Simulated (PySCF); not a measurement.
Work out the structure from these simulated measurements.

Formula: C6H5FO2Si.

- Dipole: 2.11 D [PBE0/pcSseg-1]
- 13C NMR: chemical shifts (computed TMS as zero) by class: 162.9 (1 C), 113.4 (1 C), 101.4 (1 C), 84.8 (1 C), 80.7 (1 C), 5.5 (1 C) ppm [GIAO PBE0/pcSseg-1]
- NMR, other nuclei: isotropic shieldings of nuclei other than C and H, by class: -142 (1 O), 105 (1 O), 326 (1 F), 422 (1 Si) ppm [GIAO PBE0/pcSseg-1]
- Rotational structure: rotational constants A, B, C: 1.227, 0.784, 0.681 GHz [GFN2-xTB]
- 1H NMR: chemical shifts (computed TMS as zero) by class: 7.98 (1 H), 2.13 (3 H), 1.93 (1 H) ppm [GIAO PBE0/pcSseg-1]

The electronic properties come from PySCF, for the isolated species, density fitting. Levels stand in brackets. Geometry: GFN2-xTB, one conformer, isolated molecule. GFN2-xTB frequencies show an imaginary mode (32i cm⁻¹), so this geometry is no minimum at that level. Each NMR value is the plain mean over a class of atoms that symmetry, rotation or inversion makes alike.

Problem. Give a SMILES that accounts for the data.

Solution. Numbering: `[CH:1]#[C:2][Si@@:3]([F:4])([C:5]#[C:6][CH3:7])[O:8][CH:9]=[O:10]`. Its formula, C6H5FO2Si, gives 5 degrees of unsaturation: 0 rings and 5 π bonds in the structure found. 6 carbons fall into 6 classes; from least to most shielded: carbonyl carbon [C9] (162.9 ppm), alkyne carbon [C6] (113.4 ppm), terminal alkyne carbon [C1] (101.4 ppm), alkyne carbon [C2] (84.8 ppm), alkyne carbon [C5] (80.7 ppm), propargylic carbon [C7] (5.5 ppm). Hydrogen classes from least to most shielded: 1 H on a carbonyl carbon, C9 (7.98 ppm), 3 H on a propargylic carbon, C7 (2.13 ppm), 1 H on a terminal alkyne carbon, C1 (1.93 ppm). The other shieldings belong to: -142 ppm, carbonyl oxygen [O10]; 105 ppm, oxygen singly bound to a carbonyl carbon [O8]; 326 ppm, silicon-bound fluorine [F4]; 422 ppm, fluorine-bound silicon [Si3]. The optimised geometry has point group C1 and is an asymmetric top. Structure: `C#C[Si@@](F)(C#CC)OC=O`. The assignments are read from this structure; whether some other isomer fits the data as well wasn't checked. The mirror image fits equally.

Conformer computed: `[CH:1]#[C:2][Si@@:3]([F:4])([C:5]#[C:6][CH3:7])[O:8][CH:9]=[O:10]`: C2–Si3–O8–C9 -65°, Si3–O8–C9–O10 0°.
